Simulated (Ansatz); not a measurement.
Isolated molecules relaxed with PBE0-D4/def2-TZVP in Ansatz; ΔE leaves out vibrations. CCSD(T)/CBS is the MP2 limit (def2-TZVPP, def2-QZVPP) plus CCSD(T) − MP2 in def2-TZVPP, frozen cores. DFT in def2-TZVPP. Each species was taken in one conformer, which may not be the lowest.

Consider the isomerisation: `CC=C([SiH3])[SiH3]` → `C[SiH2]/C=C/[SiH3]`.

`CC=C([SiH3])[SiH3]`:

Cartesian coordinates in Å:
```
C -0.160 -2.003 0.851
C -0.760 -0.838 0.144
C -0.144 0.308 -0.181
Si 1.651 0.628 0.229
Si -1.099 1.630 -1.074
H -0.716 -2.220 1.770
H 0.887 -1.846 1.115
H -0.226 -2.902 0.230
H -1.811 -0.969 -0.123
H 2.003 1.999 -0.229
H 2.554 -0.338 -0.455
H 1.910 0.544 1.693
H -1.131 2.890 -0.280
H -0.464 1.951 -2.381
H -2.494 1.165 -1.309
```

`C[SiH2]/C=C/[SiH3]`:

Cartesian coordinates in Å:
```
C -1.813 -1.040 1.831
Si -0.567 -1.500 0.514
C 0.514 -0.046 0.064
C 0.562 0.497 -1.158
Si 1.631 1.957 -1.599
H -2.468 -0.238 1.482
H -1.310 -0.697 2.739
H -2.434 -1.899 2.095
H 0.286 -2.615 1.015
H -1.255 -1.950 -0.729
H 1.139 0.393 0.845
H -0.060 0.058 -1.940
H 2.587 1.605 -2.683
H 2.387 2.382 -0.391
H 0.800 3.092 -2.086
```

Task: Is it downhill or uphill in electronic energy at CCSD(T)/CBS, and by how much? (An estimate is asked.)

Result: Computed: Downhill: ΔE = -6.4 kcal/mol.

Task: What do these levels give: r2SCAN-D4, PBE0-D4, B2PLYP, PBE, HF/CBS(def2), CCSD/CBS(def2)? (An estimate is asked.)

Result: The calculation gave: r2SCAN-D4 -6.1, PBE0-D4 -5.5, B2PLYP -6.9, PBE -6.3, HF/CBS(def2) -7.5, CCSD/CBS(def2) -6.8 kcal/mol.

Largest T1 diagnostic among the species: 0.012.

The D4 term adds +1.5 kcal/mol with B3LYP and +0.8 kcal/mol with PBE0; it sums over pairs of atoms, weighted by their polarisabilities, and B3LYP, whose exchange is more repulsive, gets the larger term. In def2-TZVPP, CCSD(T) changes the Hartree–Fock value by +1.3 kcal/mol (the triples alone add +0.4 kcal/mol) and MP2 by +1.6 kcal/mol.

B3LYP here is the variant with VWN-RPA as its local correlation; programs differ in this.
